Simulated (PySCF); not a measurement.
All of these have the formula C7H8NP. Computed, not measured: TDDFT B3LYP/def2-SVPD, vertical, gas phase, core orbitals frozen in the response in PySCF 2.14.0, density-fitted response routines. Geometries: GFN2-xTB; one conformer of each isolated species. Triplets are in the Tamm–Dancoff approximation.

A. `c1nccpc1C1CC1`
B. `C/C=P\C1=CC=CC=N1`
C. `N=P12C=CC(C=C1)C=C2`
D. `C#CCn1cpcc1C`

Lowest singlet levels (six at most, fewer where fewer were computed) with oscillator strengths:

1. 318 nm (f 0.001); 303 nm (f 0.011); 266 nm (f 0.000); 259 nm (f 0.000); 254 nm (f 0.003); 252 nm (f 0.002); T1 3.55 eV
2. 328 nm (f 0.007); 290 nm (f 0.058); 264 nm (f 0.000); 248 nm (f 0.007); 246 nm (f 0.019); 213 nm (f 0.001); T1 3.14 eV
3. 245 nm (f 0.049); 236 nm (f 0.012); 227 nm (f 0.012); 221 nm (f 0.052); 220 nm (f 0.017); 209 nm (f 0.010); T1 3.51 eV
4. 318 nm (f 0.005); 282 nm (f 0.158); 274 nm (f 0.021); 261 nm (f 0.003); 256 nm (f 0.057); 242 nm (f 0.034); T1 2.70 eV

Problem. Which spectrum belongs to which structure?

Solution. 1 = C, 2 = A, 3 = D, 4 = B.
- A: S1 at 3.78 eV, HOMO-1→LUMO (99%); Löwdin shares by element: HOMO carbon 43% or more, phosphorus 15% (atoms not listed hold the other 42%); LUMO phosphorus 35%, carbon 29% or more, nitrogen 16% (atoms not listed hold the other 20%); HOMO -6.96 and LUMO -2.14 eV; point group Cs, 1 of its 6 listed states under f = 0.0005.
- B: S1 at 3.90 eV, HOMO-1→LUMO (95%); Löwdin shares by element: HOMO carbon 45% or more, phosphorus 29% (atoms not listed hold the other 26%); LUMO carbon 44% or more, phosphorus 24% (atoms not listed hold the other 32%); HOMO -6.55 and LUMO -1.79 eV.
- C: S1 at 3.90 eV, HOMO→LUMO (99%); Löwdin shares by element: HOMO nitrogen 61%, phosphorus 17%, hydrogen 7% or more, carbon 5% or more; LUMO carbon 66% or more (atoms not listed hold the other 34%); HOMO -6.18 and LUMO -1.33 eV; point group Cs, 2 of its 6 listed states under f = 0.0005.
- D: S1 at 5.05 eV, HOMO→LUMO (71%), HOMO→LUMO+1 (14%), HOMO→LUMO+2 (10%); Löwdin shares by element: HOMO carbon 44% or more, phosphorus 29%, nitrogen 10% (atoms not listed hold the other 17%); LUMO carbon 29% or more, phosphorus 28%, nitrogen 12% (atoms not listed hold the other 30%); HOMO -5.91 and LUMO -0.42 eV.
A and B have S1 within 0.12 eV of each other; their strongest listed levels stand at 4.27 eV (f 0.058) and 4.40 eV (f 0.158).
A and C have S1 within 0.12 eV of each other; their strongest listed levels stand at 4.27 eV (f 0.058) and 4.10 eV (f 0.011).
B and C have S1 within 0.01 eV of each other; their strongest listed levels stand at 4.40 eV (f 0.158) and 4.10 eV (f 0.011).
